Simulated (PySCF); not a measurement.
# Stretching TbO

Set-up: PySCF, spin-free X2C with a Gaussian nucleus, basis sets Tb x2c-TZVPall, O x2c-TZVPall. Energies in eV from Tb (4f9 6s2) + O in their ground configurations at the same level. State: octet, about 8.2 electrons in the 4f shell (Mulliken), real f orbitals that mix terms.

All columns are r²SCAN. A positive dipole means Tb(−)O(+).

```csv
R (Å),E (eV),μ (D),Mulliken charge on Tb (basis-dependent),HOMO (eV),LUMO (eV),Mayer bond order,⟨S²⟩
1.535,-5.712,-1.76,0.42,-3.24,-1.92,2.27,15.76
1.607,-6.678,-2.51,0.48,-3.52,-2.17,2.24,15.76
1.678,-7.235,-3.22,0.53,-3.82,-2.50,2.21,15.77
1.731,-7.444,-3.71,0.57,-3.97,-2.75,2.18,15.77
1.785,-7.510,-4.17,0.60,-4.07,-2.99,2.16,15.77
1.839,-7.462,-4.61,0.63,-4.16,-3.22,2.14,15.77
1.910,-7.262,-5.14,0.65,-4.27,-3.49,2.11,15.77
1.999,-6.858,-5.75,0.67,-4.40,-3.79,2.09,15.78
2.106,-6.238,-6.37,0.68,-4.52,-4.07,2.08,15.78
2.249,-5.319,-7.07,0.68,-4.61,-4.26,2.08,15.79
```

A fit through these points gives, at Re = 1.787 Å, μ = -4.19 D and dμ/dR = -8.37 D/Å; the reduced mass is 14.53 u.

Task: How strong is the fundamental in the double-harmonic approximation, I = 42.26·(dμ/dR)²/μred km/mol?

Result: I = 42.26·(-8.37)²/14.53 = 204 km/mol at r²SCAN.

These are scalar-relativistic numbers at best; spin–orbit coupling would shift them, the dissociation energy most. The state is the lowest single determinant that the PBE0 search found; with open d or f shells the true ground state can be another one.
